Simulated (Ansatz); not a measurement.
One change: `C[SiH](C)[NH][GaH2]` becomes `C[SiH](C)[AlH][NH2]`.

Ansatz, PBE0-D4/def2-TZVP geometries, multiplicity 1. Each molecule was computed in one conformer, which needn't be the lowest.

Scalar relativity is left out up to krypton.

| property | `C[SiH](C)[NH][GaH2]` |
| --- | --- |
| LUMO energy (PBE0/def2-TZVPP) / eV | -0.97 |
| LUMO energy (ωB97M-V/def2-TZVPP) / eV | 0.69 |
| HOMO–LUMO gap (B3LYP/def2-TZVPP) / eV | 5.87 |
| size of the dipole moment (PBE/def2-TZVPP) / D | 0.60 |
| HOMO energy (PBE0/def2-TZVPP) / eV | -7.31 |
| HOMO energy (PBE/def2-TZVPP) / eV | -6.08 |

Task: What does the change do to each property? (Best estimate.)

Result: Ansatz gave: 
```json
{"property": "LUMO energy (PBE0/def2-TZVPP) / eV", "`C[SiH](C)[AlH][NH2]`": "-0.94", "shift": "0.03"}
{"property": "LUMO energy (ωB97M-V/def2-TZVPP) / eV", "`C[SiH](C)[AlH][NH2]`": "0.67", "shift": "-0.02"}
{"property": "HOMO–LUMO gap (B3LYP/def2-TZVPP) / eV", "`C[SiH](C)[AlH][NH2]`": "5.62", "shift": "-0.25"}
{"property": "size of the dipole moment (PBE/def2-TZVPP) / D", "`C[SiH](C)[AlH][NH2]`": "1.47", "shift": "0.87"}
{"property": "HOMO energy (PBE0/def2-TZVPP) / eV", "`C[SiH](C)[AlH][NH2]`": "-6.91", "shift": "0.40"}
{"property": "HOMO energy (PBE/def2-TZVPP) / eV", "`C[SiH](C)[AlH][NH2]`": "-5.82", "shift": "0.26"}
```

Dipoles are sizes alone; their direction can turn.

B3LYP here is the variant with VWN-RPA as its local correlation; programs differ in this.
